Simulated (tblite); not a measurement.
C6H15Sb (SMILES C[CH2][Sb]([CH2]C)[CH2]C), singlet, at a GFN2-xTB geometry; tblite 0.6.0 with GFN1-xTB.

Input for tblite:
```
$ tblite run mol.xyz --method gfn1 --charge 0 --spin 0 --json tblite.json --no-restart

# file mol.xyz
22

Sb     0.10725866    -0.11992586     0.76648752
C      1.54951980     1.07996593    -0.40079395
C      1.00271374     1.77588551    -1.62910883
H      2.35757154     0.40144392    -0.67203637
H      1.95854869     1.81702031     0.28963567
H      0.20323341     2.46435250    -1.36330783
H      0.61710146     1.06069098    -2.35216813
H      1.79135588     2.35067076    -2.11630374
C     -1.70727896     0.29572666    -0.39706196
C     -2.46373290     1.49753350     0.13356073
H     -2.32837749    -0.59713445    -0.33110177
H     -1.43650173     0.44852646    -1.43899622
H     -1.84866152     2.39467661     0.09127606
H     -2.76177569     1.34168515     1.16895600
H     -3.36318921     1.67643585    -0.45586106
C      0.53808374    -2.02815977    -0.24125513
C      0.50131655    -1.98731332    -1.75422246
H     -0.18763673    -2.74775464     0.13627530
H      1.52224383    -2.34231202     0.10512045
H      1.23479501    -1.28420270    -2.14251806
H     -0.48445736    -1.69856902    -2.11212692
H      0.73182667    -2.97114164    -2.16441740
```

Q: Predict the main parts of the log of this tblite run.

A: 
```
xTB calculator
 | screened Coulomb repulsion
 | Coulomb electrostatics
 |  * isotropic Klopman-Ohno-Mataga-Nishimoto electrostatics
 |  * onsite third-order electrostatics
 | DFT-D3(BJ) dispersion correction

halogen bonding energy    0.0000000000000E+00 Eh
repulsion energy          3.0379278861072E-01 Eh
dispersion energy        -1.0344611378354E-02 Eh
number of electrons       4.4000000000000E+01 e
integral cutoff           4.0000000000000E+01 bohr

------------------------------------------------------------
  cycle        total energy    energy error   density error
------------------------------------------------------------
      1     -23.07950703749  -2.3372955E+01   5.8141757E-01
      2     -23.02924684388   5.0260194E-02   3.3393995E-01
      3     -23.03655088038  -7.3040365E-03   2.9441047E-01
      4     -23.27330235406  -2.3675147E-01   8.9403530E-03
      5     -23.27373110295  -4.2874890E-04   5.7385375E-03
      6     -23.27374882090  -1.7717943E-05   2.3168765E-03
      7     -23.27378270379  -3.3882890E-05   1.2008066E-04
      8     -23.27378270880  -5.0168403E-09   3.0035130E-05
      9     -23.27378271482  -6.0184639E-09   3.7775715E-06
------------------------------------------------------------

electronic energy        -2.3567230892055E+01 Eh
total energy             -2.3273782714823E+01 Eh

Post processing:
 | Mayer-Wiberg bond orders

[Info] JSON dump of results written to 'tblite.json'
```
